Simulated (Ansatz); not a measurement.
Start from `BO[SiH](C)Br` and change one atom or group to get `C[SiH](F)Br`.

Ansatz, PBE0-D4/def2-TZVP geometries, multiplicity 1. Each molecule was computed in one conformer, which needn't be the lowest.

Scalar relativity is left out up to krypton.

| property | `BO[SiH](C)Br` |
| --- | --- |
| HOMO energy (PBE0/def2-TZVPP) / eV | -8.40 |
| HOMO energy (PBE/def2-TZVPP) / eV | -7.06 |
| HOMO–LUMO gap (ωB97M-V/def2-TZVPP) / eV | 11.77 |
| LUMO energy (ωB97M-V/def2-TZVPP) / eV | 1.15 |
| HOMO energy (B3LYP/def2-TZVPP) / eV | -8.15 |
| LUMO energy (PBE/def2-TZVPP) / eV | -1.73 |

(1) Give the same properties after the change, and the shifts. (Estimate.)

## Answers

(1) The calculation gave: 
```tsv
property	`C[SiH](F)Br`	shift
HOMO energy (PBE0/def2-TZVPP) / eV	-8.50	-0.10
HOMO energy (PBE/def2-TZVPP) / eV	-7.20	-0.14
HOMO–LUMO gap (ωB97M-V/def2-TZVPP) / eV	13.01	1.24
LUMO energy (ωB97M-V/def2-TZVPP) / eV	2.30	1.15
HOMO energy (B3LYP/def2-TZVPP) / eV	-8.24	-0.09
LUMO energy (PBE/def2-TZVPP) / eV	-0.40	1.33
```

With PBE0 the HOMO falls by 0.10 eV and the LUMO rises by 1.21 eV, so the gap widens by about 1.31 eV. PBE moves the HOMO by -0.14 eV and ωB97M-V by -0.09 eV.

B3LYP here is the variant with VWN-RPA as its local correlation; programs differ in this.

Spin–orbit coupling is left out; it splits and shifts lone-pair levels of the heavy atoms by tenths of an eV.
